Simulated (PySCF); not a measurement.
# Electronic structure of B (boron, neutral) at the UHF level

Configuration: [He] 2s1 2p2, high-spin 4P determinant (an excited configuration). All numbers are calculated (PySCF 2.14, scalar relativity by spin-free X2C-1e, in x2c-TZVPPall with one added diffuse shell each of s, p, d type (6s4p3d1f, 40 functions)).

- Total energy: -24.458465 hartree
- One-electron energy: -32.2025 hartree
- Hartree (Coulomb) energy: 11.6349 hartree
- Exchange energy: -3.8910 hartree
- ⟨S²⟩: 3.7500
- ⟨L²⟩: 2.013
- Sum of ⟨r⟩: 6.772 bohr
- Sum of ⟨r²⟩: 15.72 bohr²
- Traceless quadrupole moment −½Σ⟨3z² − r²⟩ along its main axis: 2.44 e·bohr²
- Langevin diamagnetic susceptibility: -12.4 ×10⁻⁶ cm³/mol

```tsv
shell	electrons	mean orbital energy (eV)	rms radius, mean of both spins (bohr)
1s α	1	-209.94	0.379
1s β	1	-207.96	0.379
2s α	1	-17.525	2.08
2p α	2	-9.698	2.36
```

Spin-orbit constants ζ (cm⁻¹) from the X2C one-electron operator on these orbitals: bare nucleus, nucleus screened by l(l+1)(2l+1)/3 electrons, and screened by the Breit-Pauli mean field of the electrons.

```tsv
shell	bare	screened nucleus	mean field
2p	23.92	14.35	10.64
```

To first order the Landé constant is A = 3.546 cm⁻¹, so the lowest level has J = 1/2 and lies 0.00110 eV below the centre of the term. This holds in LS coupling only.
